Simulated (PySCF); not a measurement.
Question: Write Cartesian coordinates for `F[BH2-][AsH3+]` as optimised with PBE0-D3(BJ)/def2-SVP.

Answer: 
```
atom  x, y, z in Å
F1     1.8695    0.2077   -0.9825
B2     1.2331   -0.0394    0.1948
As3   -0.9864    0.0592   -0.1856
H4     1.2331   -1.1963    0.5894
H5     1.2586    0.8493    1.0328
H6    -1.7124    1.3178   -0.6100
H7    -1.7176   -0.9066   -1.0926
H8    -1.7680   -0.2126    1.0770
```

Orientation and origin are arbitrary. Atoms count from 1 in this order. B2 (four-coordinate boron) has angles from 95.5° to 117.8°. As3 (arsenic bonded to B and 3 H) is distorted tetrahedral (angles from 97.5° to 123.8°).

Bonds between heavy atoms (Å): F1–B2 1.361, B2–As3 2.254.

The calculation used PBE0-D3(BJ)/def2-SVP geometry optimisation, gas phase (PySCF).

Point group: Cs (tolerance 0.08 Å). No PBE0-D3(BJ)/def2-SVP frequencies stand behind this structure, so it isn't proved a minimum. One conformer, not necessarily the lowest (F1–B2–As3–H -65° and 64° and 180°).

On an Intel Xeon Platinum 8488C with one thread, shared host with 96 logical CPUs at a one-minute load of 38, this took 29 s wall and 0.37 GiB of memory at its peak. This is the geometry optimisation.
